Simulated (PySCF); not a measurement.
Job file and geometry (Å, from GFN2-xTB) of an NMR shielding run on SMILES Oc1ccc(S)cc1S[SiH3], C6H8OS2Si, PySCF 2.14.0, density-fitted response routines, GIAO PBE0/pcSseg-1 NMR shielding, non-relativistic, gas phase; density fitting, a coarse starting grid and PySCF grid level 2 are the driver's defaults:

```
$ OMP_NUM_THREADS=1 python probes_run.py task.json out

{"job": {"kind": "nmr", "xc": "PBE0", "basis": "pcSseg-1"}, "charge": 0, "multiplicity": 1}
O     -0.396823    -2.432642     0.882728
C     -0.704162    -1.215185     0.386089
C     -1.779403    -1.084807    -0.488995
C     -2.117333     0.147810    -1.005505
C     -1.387236     1.278507    -0.655643
S     -1.866450     2.839093    -1.338556
C     -0.306319     1.163766     0.204397
C      0.033874    -0.076257     0.713263
S      1.427640    -0.243844     1.824115
Si     2.972912    -0.447090     0.337818
H      0.315547    -2.326671     1.535610
H     -2.339356    -1.968798    -0.747908
H     -2.954507     0.243224    -1.679166
H     -0.952776     3.563621    -0.695733
H      0.277112     2.027443     0.487934
H      2.654173    -1.630217    -0.450268
H      4.160227    -0.589241     1.159099
H      2.954125     0.757605    -0.480934
```

Q: What does the program print?

A: 
```
coarse grid: 17440 points
cycle   1  E = -1393.5847112622  dE =  1.726e+00  |g| = 5.979e-01  |ddm| = 4.505e+00
cycle   2  E = -1393.5343743965  dE =  5.034e-02  |g| = 8.107e-01  |ddm| = 1.471e+00
cycle   3  E = -1393.6548942551  dE = -1.205e-01  |g| = 1.207e-01  |ddm| = 9.464e-01
cycle   4  E = -1393.6578023340  dE = -2.908e-03  |g| = 4.834e-02  |ddm| = 2.028e-01
cycle   5  E = -1393.6583506764  dE = -5.483e-04  |g| = 1.680e-02  |ddm| = 8.827e-02
cycle   6  E = -1393.6584197695  dE = -6.909e-05  |g| = 4.606e-03  |ddm| = 2.534e-02
cycle   7  E = -1393.6584247673  dE = -4.998e-06  |g| = 1.667e-03  |ddm| = 6.438e-03
final grid: 156856 points
cycle   8  E = -1393.7304862055  dE = -2.287e-05  |g| = 1.223e-02  |ddm| = 5.203e-02
cycle   9  E = -1393.7304435904  dE =  4.262e-05  |g| = 1.838e-02  |ddm| = 3.420e-02
cycle  10  E = -1393.7305195736  dE = -7.598e-05  |g| = 1.435e-03  |ddm| = 2.196e-02
cycle  11  E = -1393.7305199786  dE = -4.050e-07  |g| = 3.823e-04  |ddm| = 1.985e-03
cycle  12  E = -1393.7305200130  dE = -3.437e-08  |g| = 1.370e-04  |ddm| = 5.925e-04
cycle  13  E = -1393.7305200176  dE = -4.603e-09  |g| = 4.498e-05  |ddm| = 1.918e-04
cycle  14  E = -1393.7305200181  dE = -5.048e-10  |g| = 9.291e-06  |ddm| = 6.553e-05
converged SCF energy = -1393.7305200181

GIAO shielding tensors (ppm)
atom      isotropic    diamagn.    paramagn.     s11        s22        s33       span
  0 O      206.529     388.595    -182.067    151.660    219.180    248.746     97.086
  1 C       26.425     252.317    -225.892    -59.686     12.591    126.369    186.055
  2 C       66.245     254.461    -188.216    -18.741     49.915    167.561    186.301
  3 C       54.836     251.108    -196.272    -45.508     43.632    166.386    211.894
  4 C       54.606     263.835    -209.229    -36.699     47.292    153.224    189.923
  5 S      512.434    1053.983    -541.549    325.579    398.563    813.159    487.580
  6 C       48.766     251.800    -203.034    -43.773     60.444    129.627    173.401
  7 C       65.434     266.751    -201.317     -9.474     69.106    136.670    146.145
  8 S      676.231    1059.466    -383.235    534.162    604.392    890.140    355.979
  9 Si     397.886     879.878    -481.992    349.291    394.866    449.501    100.210
 10 H       25.105      34.466      -9.361     14.667     26.369     34.280     19.614
 11 H       24.544      30.021      -5.477     20.471     25.502     27.658      7.187
 12 H       24.490      30.944      -6.454     20.236     24.435     28.799      8.563
 13 H       28.169      29.278      -1.109     20.820     28.114     35.572     14.753
 14 H       24.247      34.996     -10.749     18.791     22.263     31.686     12.895
 15 H       27.313      29.671      -2.358     22.685     26.777     32.477      9.792
 16 H       27.138      28.840      -1.702     23.542     24.156     33.716     10.174
 17 H       27.279      29.920      -2.641     22.846     26.585     32.405      9.560
```

Q: Turn these shieldings into chemical shifts. References, each an isolated molecule treated in the same way: H2O for $^{17}$O (336.08 ppm); TMS for $^{13}$C (186.93 ppm), $^{29}$Si (349.16 ppm), $^{1}$H (31.72 ppm); $^{33}$S (503.73 ppm) against CS2.

A: Averaging equivalent atoms: O 0: 129.6; C 1: 160.5; C 6: 138.2; C 4: 132.3; C 3: 132.1; C 7: 121.5; C 2: 120.7; S 5: -9; S 8: -173; Si 9: -48.7; H 14: 7.47; H 12: 7.23; H 11: 7.17; H 10: 6.61; H 15/16/17: 4.47; H 13: 3.55 ppm. Experimental scales use liquid or dissolved standards, which lie at an offset from isolated H2O (liquid H2O: subtract about 36 ppm).

Size and cost of the density-fitted run: 231 basis functions, 73 s wall time on 1 thread of an Arm Neoverse V1, shared host; peak memory 1 GiB.
